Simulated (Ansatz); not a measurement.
Gas-phase electronic energies from Ansatz, PBE0-D4/def2-TZVP geometries. CCSD(T)/CBS is the MP2 limit (def2-TZVPP, def2-QZVPP) plus CCSD(T) − MP2 in def2-TZVPP, frozen cores. This one scheme is used for every species. Functionals use def2-TZVPP. B3LYP here is the variant with VWN-RPA as its local correlation; programs differ in this. HSE06 is defined as in plane-wave codes. Elements past krypton have def2 core potentials. For In outer-core shells are correlated without core-valence functions, which leaves a few kJ/mol of doubt a bond.

`N#[C][In]([F])[Cl]` + HCl → `N#[C][In]([Cl])[Cl]` + H–F  (ligand exchange at the In–F bond)

Task: Is it downhill or uphill in electronic energy at CCSD(T)/CBS, and by how much? (An estimate is asked.)

Result: The calculation gave: Downhill: ΔE = -14.9 kcal/mol.

Task: What do these levels give: BLYP-D4, HSE06-D4, B3LYP, HSE06, BHLYP, CCSD(T)/def2-SVP? (Best estimate.)

Result: The calculation gave: BLYP-D4 -11.7, HSE06-D4 -15.5, B3LYP -12.6, HSE06 -15.0, BHLYP -14.3, CCSD(T)/def2-SVP -12.8 kcal/mol.

Task: What do rigid-rotor, harmonic-oscillator terms from PBE0-D4/def2-TZVP frequencies (298.15 K, 1 bar) make of the CCSD(T)/CBS value? (An estimate is asked.)

Result: The calculation gave: ΔZPE = +1.2 kcal/mol, ΔH = -13.5 kcal/mol, ΔS = -8 J/(mol·K), ΔG = -13.0 kcal/mol.

Largest T1 diagnostic among the species: 0.016.

The D4 term adds −1.0 kcal/mol with B3LYP and −0.6 kcal/mol with PBE0; it sums over pairs of atoms, weighted by their polarisabilities, and B3LYP, whose exchange is more repulsive, gets the larger term. From PBE to PBE0 (25 % exact exchange), in def2-TZVPP and without D4, ΔE moves by −2.2 kcal/mol. Leaving LDA and LC-ωPBE aside and taking each functional with its dispersion term where it has one, the values, not all of them listed here, spread over 4.3 kcal/mol, from PBE-QIDH to BLYP-D4. LDA lies −1.5 kcal/mol from PBE without D4.
